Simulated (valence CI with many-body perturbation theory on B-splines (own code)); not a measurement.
Values are calculated unless marked as measured or tabulated.
Energy levels of Ru²⁹⁺

Method: relativistic CI+MBPT: five valence electrons over a frozen Dirac-Fock core [Ne], a basis of 11 s, 11 p, 10 d, 8 f, 5 g, 2 h functions for each j, with the one-electron correlation potential Σ1 (screened to all orders), the two-electron term Σ2, the three-electron term Σ3, Breit, model QED; selected single and double excitations, second order for the rest, scaled by the run's own slope (own B-spline code, finite nucleus).

No measured spectrum was set against this ion. As an estimate, large intervals hold to a few tenths of a per cent, small ones and those within an open d or f shell to about a per cent. Among the levels kept, up to 3600 cm⁻¹ of a level comes from second order outside the variational space, and about a tenth of that is noise between levels of different J, which matters for small intervals.

Levels 46 to 90 of 168, with energies above the lowest level, 3s2 3p3 4S°_3/2. "Leading %" is the weight of the configuration and term that name the level; weights of strongly mixed levels are sums over their largest components and can fall short.

| No. | Configuration | Term | J | E (cm⁻¹) | Leading % | g | Second component |
| --- | --- | --- | --- | --- | --- | --- | --- |
| 46 | 3s 3p3 3d | 6D° | 9/2 | 1751200 | 73 | 1.484 | 22 % 3s 3p3 3d 4F° |
| 47 | 3p5 | 2P° | 3/2 | 1786700 | 41 | 1.190 | 30 % 3s 3p3 3d 2P° |
| 48 | 3s 3p3 3d | 4F° | 3/2 | 1792500 | 35 | 0.931 | 11 % 3s 3p3 3d 4D° |
| 49 | 3s 3p3 3d | 4D° | 5/2 | 1816500 | 36 | 1.347 | 20 % 3s 3p3 3d 6D° |
| 50 | 3s 3p3 3d | 4D° | 7/2 | 1886200 | 40 | 1.321 | 22 % 3s 3p3 3d 6D° |
| 51 | 3s 3p3 3d | 4G° | 5/2 | 1888900 | 45 | 0.828 | 13 % 3s 3p3 3d 4F° |
| 52 | 3s 3p3 3d | 4D° | 1/2 | 1902400 | 70 | 0.213 | 14 % 3s 3p3 3d 2P° |
| 53 | 3s 3p3 3d | 4D° | 3/2 | 1903700 | 55 | 1.056 | 19 % 3s 3p3 3d 4F° |
| 54 | 3s 3p3 3d | 4D° | 1/2 | 1915500 | 43 | 1.145 | 11 % 3s 3p3 3d 2S° |
| 55 | 3s 3p3 3d | 4F° | 5/2 | 1920400 | 46 | 1.126 | 23 % 3s 3p3 3d 4D° |
| 56 | 3s 3p3 3d | 4G° | 7/2 | 1931700 | 33 | 1.173 | 31 % 3s 3p3 3d 4F° |
| 57 | 3s 3p3 3d | 4F° | 7/2 | 1946500 | 50 | 1.233 | 14 % 3s 3p3 3d 4G° |
| 58 | 3s 3p3 3d | 4D° | 1/2 | 1948300 | 28 | 1.286 | 20 % 3s 3p3 3d 2S° |
| 59 | 3s 3p3 3d | 4G° | 9/2 | 1979900 | 44 | 1.269 | 33 % 3s 3p3 3d 4F° |
| 60 | 3s 3p3 3d | 2G° | 7/2 | 1990700 | 36 | 1.135 | 24 % 3s 3p3 3d 4D° |
| 61 | 3s 3p3 3d | 2F° | 5/2 | 1991900 | 21 | 1.118 | 13 % 3s 3p3 3d 4G° |
| 62 | 3s 3p3 3d | 4D° | 3/2 | 1998900 | 56 | 1.271 | 9 % 3s 3p3 3d 4P° |
| 63 | 3s 3p3 3d | 2P° | 1/2 | 2001500 | 36 | 0.570 | 33 % 3p5 2P° |
| 64 | 3s 3p3 3d | 4P° | 3/2 | 2014700 | 18 | 1.398 | 11 % 3s 3p3 3d 2D° |
| 65 | 3s 3p3 3d | 4F° | 9/2 | 2014800 | 65 | 1.296 | 18 % 3s 3p3 3d 4G° |
| 66 | 3s 3p3 3d | 2G° | 9/2 | 2059300 | 69 | 1.145 | 8 % 3s 3p3 3d 4G° |
| 67 | 3s 3p3 3d | 4G° | 11/2 | 2061100 | 95 | 1.269 | 4 % 3s2 3p 3d2 4G° |
| 68 | 3s 3p3 3d | 4P° | 5/2 | 2074800 | 29 | 1.136 | 13 % 3s2 3p 3d2 4G° |
| 69 | 3s 3p3 3d | 4P° | 5/2 | 2078400 | 24 | 1.183 | 14 % 3s2 3p 3d2 4G° |
| 70 | 3s 3p3 3d | 4D° | 1/2 | 2088500 | 38 | 0.768 | 24 % 3s 3p3 3d 2P° |
| 71 | 3s 3p3 3d | 4S° | 3/2 | 2098300 | 25 | 1.475 | 16 % 3s 3p3 3d 4P° |
| 72 | 3s 3p3 3d | 4D° | 7/2 | 2099500 | 44 | 1.214 | 15 % 3s 3p3 3d 4G° |
| 73 | 3s 3p3 3d | 2D° | 3/2 | 2104400 | 27 | 0.824 | 26 % 3s 3p3 3d 4F° |
| 74 | 3s 3p3 3d | 4P° | 1/2 | 2104600 | 43 | 2.045 | 24 % 3s 3p3 3d 2S° |
| 75 | 3s 3p3 3d | 4P° | 5/2 | 2128500 | 17 | 1.255 | 16 % 3s 3p3 3d 4F° |
| 76 | 3s 3p3 3d | 4D° | 5/2 | 2130900 | 53 | 1.246 | 5 % 3s 3p3 3d 2D° |
| 77 | 3s 3p3 3d | 4P° | 3/2 | 2143200 | 35 | 1.178 | 12 % 3s 3p3 3d 2D° |
| 78 | 3s 3p3 3d | 2F° | 7/2 | 2144100 | 20 | 1.137 | 17 % 3s 3p3 3d 4F° |
| 79 | 3s 3p3 3d | 4F° | 3/2 | 2145900 | 46 | 0.873 | 16 % 3s 3p3 3d 4D° |
| 80 | 3s 3p3 3d | 2F° | 7/2 | 2160400 | 20 | 1.186 | 11 % 3s 3p3 3d 4D° |
| 81 | 3s 3p3 3d | 4P° | 5/2 | 2164700 | 33 | 1.281 | 14 % 3s 3p3 3d 4D° |
| 82 | 3s 3p3 3d | 2G° | 9/2 | 2170800 | 33 | 1.169 | 16 % 3s 3p3 3d 4G° |
| 83 | 3s 3p3 3d | 4S° | 3/2 | 2174500 | 29 | 1.619 | 22 % 3s 3p3 3d 2P° |
| 84 | 3s2 3p 3d2 | 4G° | 5/2 | 2175900 | 36 | 0.891 | 22 % 3s 3p3 3d 2D° |
| 85 | 3s 3p3 3d | 4D° | 7/2 | 2179600 | 38 | 1.203 | 26 % 3s 3p3 3d 2G° |
| 86 | 3s 3p3 3d | 4P° | 1/2 | 2199500 | 38 | 1.416 | 21 % 3s 3p3 3d 2P° |
| 87 | 3s2 3p 3d2 | 4G° | 7/2 | 2200800 | 35 | 1.032 | 24 % 3s 3p3 3d 2F° |
| 88 | 3s 3p3 3d | 4F° | 5/2 | 2202000 | 25 | 1.129 | 25 % 3s 3p3 3d 4D° |
| 89 | 3s 3p3 3d | 4D° | 3/2 | 2218200 | 20 | 1.085 | 20 % 3s 3p3 3d 2D° |
| 90 | 3s2 3p 3d2 | 4F° | 3/2 | 2231800 | 16 | 0.952 | 15 % 3s2 3p 3d2 4D° |

Names give the largest LS component (configuration and term), which can be under half, so a name can repeat, a term be missing and a line seem to break the LS rules; names also repeat where a configuration has a term twice.

Where two levels of one J and parity lie close, their mixing, g and order are uncertain.
